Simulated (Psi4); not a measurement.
C$_{4}$H$_{3}$S (SMILES [c]1ccsc1), doublet (typed; the unrestricted solution is spin-contaminated), geometry from GFN2-xTB. Base run: Psi4 1.11 with MP2/6-31G*.

Input for Psi4:
```
memory 2 GB

molecule mol {
0 2
S    -0.004261    0.013358    1.148053
C     0.019290    1.290200   -0.067535
C    -0.017288   -1.194830   -0.085886
C     0.015705    0.730941   -1.268439
C    -0.004656   -0.668486   -1.339947
H     0.033109    2.310608    0.249309
H    -0.033643   -2.228570    0.199628
H    -0.009603   -1.242711   -2.246940
}

set {
  basis 6-31g*
  reference uhf
  freeze_core true
}

energy('mp2')
print_variables()
```

The base run was repeated with changes; each row names its change, and settings that it needs were set with it.

| change | basis functions | E (Eh) | MP2 correlation (Eh) |
|---|---|---|---|
| base | 85 | -551.22101 | -0.57974 |
| basis = 3-21G | 55 | -548.18439 | -0.36172 |
| basis = def2-SV(P) | (withheld) | (withheld) | (withheld) |
| basis = pcseg-1 | 89 | -551.18138 | -0.60098 |
| basis = cc-pVDZ | 89 | -551.27282 | -0.60159 |
| basis = 6-31G** | 94 | -551.24487 | -0.59802 |
| basis = 6-31+G* | 105 | -551.23426 | -0.58767 |
| basis = 6-311G** | 116 | -551.32476 | -0.62877 |
| basis = 6-311++G** | (withheld) | (withheld) | (withheld) |
| basis = 6-311+G(2d,p) | 161 | -551.37596 | -0.66760 |
| basis = pcseg-2 | 196 | -551.45097 | -0.73355 |
| basis = cc-pVTZ | 196 | -551.47594 | -0.74705 |
| basis = cc-pV(T+d)Z | (withheld) | (withheld) | (withheld) |

### Question
What belongs in the gaps?

### Answer

- basis = def2-SV(P), basis functions: 80
- basis = def2-SV(P), E (Eh): -550.98508
- basis = def2-SV(P), MP2 correlation (Eh): -0.57840
- basis = 6-311++G**, basis functions: 139
- basis = 6-311++G**, E (Eh): -551.33219
- basis = 6-311++G**, MP2 correlation (Eh): -0.63259
- basis = cc-pV(T+d)Z, basis functions: 201
- basis = cc-pV(T+d)Z, E (Eh): -551.47890
- basis = cc-pV(T+d)Z, MP2 correlation (Eh): -0.74725

Totals compare only among sets that treat the same electrons; sets with core potentials leave the core out.

Open shells are given as the SCF converged; they aren't shown to be the lowest states, and a large step between rows can be another state.
